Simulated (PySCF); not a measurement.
A PySCF script (with the pyscf-properties extension) for the NMR shieldings of SMILES CC[C@@H]1CCB(Cl)C[C@H]1F, C7H13BClF, on a GFN2-xTB geometry:

```python
import basis_set_exchange as bse
import numpy as np
from pyscf import gto, dft
from pyscf.prop import nmr

atoms = """
C    -2.885588    0.131882   -0.374138
C    -1.804874   -0.285270    0.616008
C    -0.394418    0.157184    0.202085
C     0.118161   -0.625917   -1.008871
C     1.455841   -0.080801   -1.527930
B     2.507603    0.176232   -0.376402
Cl    4.181220    0.207074   -0.705710
C     1.980605    0.502430    1.077794
C     0.581847   -0.041265    1.366613
F     0.094878    0.604956    2.495957
H    -2.767997   -0.372699   -1.329664
H    -2.853758    1.205601   -0.544642
H    -3.866150   -0.121965    0.020895
H    -2.032938    0.160142    1.585852
H    -1.818122   -1.370915    0.737487
H    -0.420299    1.224731   -0.041420
H     0.241791   -1.673029   -0.722501
H    -0.623153   -0.587130   -1.806978
H     1.832395   -0.737457   -2.314731
H     1.265067    0.880022   -2.019631
H     2.660233    0.183523    1.870790
H     1.919114    1.593395    1.169555
H     0.623789   -1.103742    1.639661
"""
names = dict.fromkeys(["C", "B", "Cl", "F", "H"], "pcSseg-1")
basis = {el: gto.basis.parse(bse.get_basis(n, elements=[el], fmt="nwchem")) for el, n in names.items()}
mol = gto.M(atom=atoms, basis=basis, charge=0, verbose=0)
mf = dft.RKS(mol, xc="PBE0")
mf.grids.level = 2
mf.grids.alignment = dft.numint.BLKSIZE   # the property module wants whole blocks of grid points
mf.conv_tol = 1e-9
mf.kernel()

calc = nmr.RKS(mf)   # GIAO
C = mf.mo_coeff
Co = C[:, mf.mo_occ > 0]
resp = mf.gen_response(singlet=True, hermi=2)
def vind(x):   # induced exchange potential for any number of trial vectors
    d = np.einsum("pi,xij,qj->xpq", C, 2 * x.reshape(-1, C.shape[1], Co.shape[1]), Co, optimize=True)
    return np.einsum("xpq,pi,qj->xij", resp(d - d.transpose(0, 2, 1)), C, Co, optimize=True).ravel()
mo1, _ = nmr.rhf.solve_mo1(calc, with_cphf=vind)
sigma = calc.kernel(mo1)
for i, s in enumerate(sigma):   # ppm
    w = np.linalg.eigvalsh((s + s.T) / 2)
    print("%2d %-2s iso %8.1f  s11 %8.1f  s22 %8.1f  s33 %8.1f" % (i, mol.atom_pure_symbol(i), w.mean(), *w))
```

Problem. What are the results?

Solution. 
```
 0 C  iso    173.0  s11    158.7  s22    172.5  s33    187.9
 1 C  iso    159.6  s11    145.2  s22    160.5  s33    173.2
 2 C  iso    136.8  s11    127.0  s22    140.9  s33    142.5
 3 C  iso    158.7  s11    139.8  s22    162.8  s33    173.3
 4 C  iso    157.3  s11    145.0  s22    155.3  s33    171.8
 5 B  iso     22.4  s11    -44.7  s22     11.6  s33    100.2
 6 Cl iso    672.0  s11    387.8  s22    646.3  s33    981.9
 7 C  iso    146.7  s11    127.3  s22    146.6  s33    166.1
 8 C  iso     87.5  s11     50.1  s22     76.0  s33    136.5
 9 F  iso    366.9  s11    347.0  s22    367.6  s33    386.0
10 H  iso     30.5  s11     25.2  s22     30.3  s33     35.9
11 H  iso     31.0  s11     26.5  s22     29.1  s33     37.3
12 H  iso     30.4  s11     25.5  s22     27.5  s33     38.3
13 H  iso     29.3  s11     22.6  s22     31.0  s33     34.4
14 H  iso     30.9  s11     26.5  s22     30.0  s33     36.1
15 H  iso     30.5  s11     28.0  s22     30.8  s33     32.8
16 H  iso     30.9  s11     26.7  s22     30.5  s33     35.6
17 H  iso     29.6  s11     22.9  s22     31.0  s33     35.0
18 H  iso     30.1  s11     24.7  s22     30.0  s33     35.7
19 H  iso     30.7  s11     25.9  s22     30.1  s33     36.0
20 H  iso     29.3  s11     24.5  s22     29.6  s33     33.9
21 H  iso     30.2  s11     26.4  s22     29.8  s33     34.3
22 H  iso     27.4  s11     25.9  s22     27.8  s33     28.4
```

These numbers come from an equivalent density-fitted implementation of the same equations, which agrees with the script to about 0.01 ppm for H and up to a few tenths of a ppm for heavy atoms, so last digits may differ.

Size and cost of the density-fitted run: 242 basis functions, 110 s wall time on 1 thread of an Arm Neoverse N1, shared host; peak memory 1 GiB.
